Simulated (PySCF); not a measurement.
# How methods differ on the ionisation energy of Fe(2+)

Fe(2+) [Ar] 3d6 (5D) → Fe(3+) [Ar] 3d5 (6S), as a difference of total energies. Computed with PySCF 2.14 in aug-cc-pVDZ-DK (7s6p4d2f, 59 functions), with scalar relativity by spin-free X2C-1e. Correlated levels: valence: [Ar] frozen. The calculations carry no spin-orbit coupling.

| method | ionisation energy (eV) | difference from reference (eV) |
| --- | --- | --- |
| UHF | 28.466 | -2.185 |
| MP2 (valence) | 29.855 | -0.796 |
| SCS-MP2 (valence) | 29.898 | -0.753 |
| CCSD (valence) | 29.843 | -0.808 |
| CCSD(T) (valence) | 29.868 | -0.783 |

Reference: 30.651 ± 0.012 eV (measured; NIST Atomic Spectra Database, ionization energies).

The reference lies between the lowest fine-structure levels, while these numbers refer to the centres of the terms.

Errors of the correlated levels include the incompleteness of this basis and the frozen core.
